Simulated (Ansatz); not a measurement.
Basis sets compared for `CN(C)c1cc2cc3sc(-c4cc5cc6sc(-c7cc8cc9sc(C#N)cc9cc8s7)cc6cc5s4)cc3cc2s1`. Charge 0, multiplicity 1. Geometry PBE-D4/def2-SVP. Ansatz on 2 threads of AMD EPYC 7R13 on a shared host and a share (18 GiB) of an NVIDIA H100 80GB HBM3; times are rough, and most runs start from earlier orbitals.

```xyz
59

C     0.877   -4.027   11.863
N    -0.065   -3.064   11.326
C    -0.714   -2.143   12.237
C    -0.023   -2.723    9.997
C    -0.643   -1.655    9.361
C    -0.421   -1.636    7.946
C    -0.896   -0.715    6.986
C    -0.526   -0.897    5.651
S    -0.987    0.119    4.298
C    -0.070   -0.886    3.166
C    -0.040   -0.544    1.766
C    -0.688    0.495    1.117
C    -0.432    0.548   -0.289
C    -0.922    1.465   -1.246
C    -0.521    1.308   -2.573
S    -0.995    2.316   -3.928
C    -0.024    1.349   -5.047
C     0.013    1.695   -6.446
C    -0.638    2.731   -7.095
C    -0.378    2.785   -8.501
C    -0.871    3.699   -9.456
C    -0.468    3.542  -10.785
S    -0.948    4.549  -12.136
C     0.029    3.580  -13.243
C     0.071    3.909  -14.620
N     0.101    4.188  -15.762
C     0.686    2.540  -12.606
C     0.424    2.492  -11.201
C     0.918    1.576  -10.243
C     0.515    1.733   -8.919
S     0.990    0.729   -7.561
C     0.624    0.309   -4.399
C     0.365    0.254   -2.994
C     0.854   -0.664   -2.037
C     0.454   -0.507   -0.711
S     0.929   -1.513    0.646
C     0.552   -1.944    3.811
C     0.314   -1.981    5.220
C     0.787   -2.907    6.180
C     0.417   -2.721    7.508
S     0.897   -3.735    8.865
H     0.959   -4.901   11.184
H     1.902   -3.606   12.010
H     0.508   -4.398   12.840
H    -0.164   -1.176   12.336
H    -0.789   -2.608   13.238
H    -1.743   -1.914   11.888
H    -1.239   -0.898    9.885
H    -1.540    0.122    7.293
H    -1.339    1.208    1.643
H    -1.599    2.275   -0.941
H    -1.293    3.442   -6.571
H    -1.553    4.506   -9.153
H     1.338    1.837  -13.140
H     1.599    0.769  -10.547
H     1.276   -0.404   -4.923
H     1.532   -1.475   -2.342
H     1.169   -2.683    3.280
H     1.430   -3.745    5.873
```

Single mean-field runs in 6-31G, def2-SVP, def2-mTZVP are fitted with def2-universal-jkfit.

Binding counts from free atoms (C triplet, N quartet, S triplet, H doublet) in the same basis, without a counterpoise term.

```csv
level,functions,energy (Eh),HOMO (eV),LUMO (eV),binding per atom (eV),wall time
HF/STO-3G,247,-3711.4667,-4.25,3.62,4.29,3.2 s
HF/6-31G,429,-3753.3073,-6.65,0.37,3.40,2.9 s
HF/def2-SVP,688,-3752.3944,-6.68,0.27,3.80,5.5 s
r2SCAN-D4/def2-SVP (with forces),688,-3764.4267,-4.66,-3.14,5.41,9 s
```

Task: Estimate the rows for r2SCAN-D4/def2-mTZVP.

Result: 
```
               level  functions  energy (Eh)  HOMO (eV)  LUMO (eV)  binding per atom (eV)  wall time
r2SCAN-D4/def2-mTZVP        851   -3766.5616      -4.66      -3.13                   5.28      6.5 s
```
